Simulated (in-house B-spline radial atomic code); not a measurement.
Whole-atom quantities along the 57-electron series, configuration [Kr] 4d10 4f11. Computed with an all-electron radial atomic-structure program (B-spline basis): non-relativistic Hartree-Fock, average of the configuration, point nuclei.

This level leaves out relativity, spin-orbit splitting included, which matters for heavy ions.

```json
{"ion": "Hf15+", "Z": "72", "E/Z² (Eh)": "-2.748", "Σ<r²> (bohr²)": "10.369", "n(0)/Z³ (bohr⁻³)": "0.71451", "Lamb diamagnetic shielding (ppm)": "8196.79", "repulsion over attraction": "0.14307"}
{"ion": "Ta16+", "Z": "73", "E/Z² (Eh)": "-2.7606", "Σ<r²> (bohr²)": "9.7841", "n(0)/Z³ (bohr⁻³)": "0.71489", "Lamb diamagnetic shielding (ppm)": "8336.55", "repulsion over attraction": "0.14181"}
{"ion": "W17+", "Z": "74", "E/Z² (Eh)": "?", "Σ<r²> (bohr²)": "?", "n(0)/Z³ (bohr⁻³)": "?", "Lamb diamagnetic shielding (ppm)": "?", "repulsion over attraction": "?"}
{"ion": "Re18+", "Z": "75", "E/Z² (Eh)": "?", "Σ<r²> (bohr²)": "?", "n(0)/Z³ (bohr⁻³)": "?", "Lamb diamagnetic shielding (ppm)": "?", "repulsion over attraction": "?"}
{"ion": "Os19+", "Z": "76", "E/Z² (Eh)": "-2.797", "Σ<r²> (bohr²)": "8.3344", "n(0)/Z³ (bohr⁻³)": "0.71598", "Lamb diamagnetic shielding (ppm)": "8755.3", "repulsion over attraction": "0.13805"}
{"ion": "Ir20+", "Z": "77", "E/Z² (Eh)": "-2.8087", "Σ<r²> (bohr²)": "7.9307", "n(0)/Z³ (bohr⁻³)": "0.71633", "Lamb diamagnetic shielding (ppm)": "8894.75", "repulsion over attraction": "0.13681"}
{"ion": "Pt21+", "Z": "78", "E/Z² (Eh)": "-2.8202", "Σ<r²> (bohr²)": "7.5588", "n(0)/Z³ (bohr⁻³)": "0.71667", "Lamb diamagnetic shielding (ppm)": "9034.14", "repulsion over attraction": "0.13558"}
{"ion": "Au22+", "Z": "79", "E/Z² (Eh)": "-2.8314", "Σ<r²> (bohr²)": "7.215", "n(0)/Z³ (bohr⁻³)": "0.71701", "Lamb diamagnetic shielding (ppm)": "9173.47", "repulsion over attraction": "0.13436"}
{"ion": "Hg23+", "Z": "80", "E/Z² (Eh)": "-2.8424", "Σ<r²> (bohr²)": "6.8962", "n(0)/Z³ (bohr⁻³)": "0.71734", "Lamb diamagnetic shielding (ppm)": "9312.77", "repulsion over attraction": "0.13316"}
{"ion": "Tl24+", "Z": "81", "E/Z² (Eh)": "?", "Σ<r²> (bohr²)": "?", "n(0)/Z³ (bohr⁻³)": "?", "Lamb diamagnetic shielding (ppm)": "?", "repulsion over attraction": "?"}
{"ion": "Pb25+", "Z": "82", "E/Z² (Eh)": "-2.8639", "Σ<r²> (bohr²)": "6.3237", "n(0)/Z³ (bohr⁻³)": "0.71798", "Lamb diamagnetic shielding (ppm)": "9591.24", "repulsion over attraction": "0.13078"}
```

(1) Fill in the row of W17+.

(2) Fill in the row of Re18+.

(3) Fill in the row of Tl24+.

(4) With what power of Z does the column «Σ<r²> (bohr²)» change over this range?

Results:

(1) E/Z² (Eh): -2.773; Σ<r²> (bohr²): 9.2553; n(0)/Z³ (bohr⁻³): 0.71526; Lamb diamagnetic shielding (ppm): 8476.21; repulsion over attraction: 0.14055.

(2) E/Z² (Eh): -2.7851; Σ<r²> (bohr²): 8.7742; n(0)/Z³ (bohr⁻³): 0.71562; Lamb diamagnetic shielding (ppm): 8615.79; repulsion over attraction: 0.1393.

(3) E/Z² (Eh): -2.8532; Σ<r²> (bohr²): 6.5999; n(0)/Z³ (bohr⁻³): 0.71766; Lamb diamagnetic shielding (ppm): 9452.02; repulsion over attraction: 0.13196.

(4) A fit of the logarithm of its size against log Z from Z = 72 to 82 has slope -3.79. Unscreened non-relativistic hydrogenic orbitals would give -2.
